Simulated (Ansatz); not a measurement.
Two structures of BNH₂F₂, closed shell, reached by relaxing down either side of one saddle point (PBE0-D4/def2-TZVP). Energies are electronic, without zero-point energy. Ansatz 0.2.0; basis: def2-TZVPP and def2-QZVPP; cores frozen in the correlated methods. Extrapolation: Hartree–Fock as exp(−7.88 √X), correlation as X^−2.97. First:

```
6
angstrom
B -0.4994 0.4015 -0.0794
F -0.6446 1.4795 0.6852
N 0.5774 -0.4642 0.0918
H 1.2817 -0.3144 0.7905
F -1.4194 0.1800 -1.0133
H 0.7045 -1.2824 -0.4749
```

Second:

B1  (-0.748, -0.285, -0.846)
F2  (0.654, 1.334, 1.630)
N3  (0.305, -0.612, -0.253)
H4  (0.554, 0.652, 0.989)
F5  (-1.831, 0.156, -1.371)
H6  (1.067, -1.245, -0.148)
(Å)

Problem. Which bonds change from the first to the second?

Solution. BNH₂F₂ ([NH2][B]([F])[F]) → BNHF ([NH][B][F]) + HF; bonds formed: F2–H4; bonds broken: B1–F2, N3–H4.

Problem. Give the saddle point's structure and its height above each. (To be estimated.)

Solution. The calculation gives: 347.3 kJ/mol above the first and 39.9 kJ/mol above the second (CCSD(T) at an estimated basis limit (MP2 extrapolated from triple and quadruple zeta, plus CCSD(T) − MP2 in triple zeta)).
```xyz
6
angstrom
B -0.4808 0.0052 -0.3889
F -0.0922 1.2559 0.9546
N 0.5740 -0.6870 -0.0941
H 0.5960 0.5242 0.9172
F -1.5720 0.4306 -0.9323
H 0.9752 -1.5289 -0.4565
```

The T1 diagnostic stays at or below 0.014.

Labels in which every atom is bracketed show which atoms are joined, not bond orders.

For scale, one of the runs: CCSD(T)/def2-TZVPP, 152 basis functions (an equivalent command: `ansatz run in.yaml --threads 2`). Time: 21 s of wall clock on 2 CPU threads; the host was shared. Peak host memory: 1.1 GiB.
